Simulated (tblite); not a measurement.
ClF, charge +1, doublet, geometry from GFN2-xTB (a state made from the parent by changing its charge; the spin is typed, not shown lowest); GFN1-xTB with ALPB(water) (tblite).

Here is a job for tblite.
```
$ tblite run mol.xyz --method gfn1 --charge 1 --spin 1 --alpb water --json tblite.json --no-restart

# file mol.xyz
2

F     -0.00000000    -0.00000000    -1.04610145
Cl     0.00000000     0.00000000     0.55381842
```

It wrote (shortened):

```
xTB calculator
 | screened Coulomb repulsion
 | Coulomb electrostatics
 |  * isotropic Klopman-Ohno-Mataga-Nishimoto electrostatics
 |  * onsite third-order electrostatics
 | DFT-D3(BJ) dispersion correction
 | Interactions (3)
 | [1] alpb/gbsa reaction field model
 | [2] cds contribution to solvation
 | [3] empirical free energy shift and standard state/solvent correction

halogen bonding energy    0.0000000000000E+00 Eh
repulsion energy          2.0280136373428E-03 Eh
dispersion energy        -1.4559056378321E-04 Eh
interaction energy        3.3044048289670E-03 Eh
number of electrons       1.3000000000000E+01 e
integral cutoff           1.8692496428791E+01 bohr

------------------------------------------------------------
  cycle        total energy    energy error   density error
------------------------------------------------------------
      1     -8.492245978976  -8.4974328E+00   8.1410984E-01
      2     -8.747464965256  -2.5521899E-01   1.6302487E-01
      3     -8.766146236648  -1.8681271E-02   2.0699299E-01
      4     -8.725375657200   4.0770579E-02   2.6999488E-01
      5     -8.783073242552  -5.7697585E-02   2.8948047E-02
      6     -8.783366606970  -2.9336442E-04   1.8844272E-02
      7     -8.783596326559  -2.2971959E-04   3.4100774E-03
      8     -8.783603314444  -6.9878855E-06   1.2195210E-03
      9     -8.783604281609  -9.6716411E-07   2.8775066E-04
     10     -8.783604338354  -5.6744978E-08   8.0745945E-08
------------------------------------------------------------

electronic energy        -8.7887911662561E+00 Eh
total energy             -8.7836043383536E+00 Eh

Post processing:
 | Mayer-Wiberg bond orders

[Info] JSON dump of results written to 'tblite.json'
```
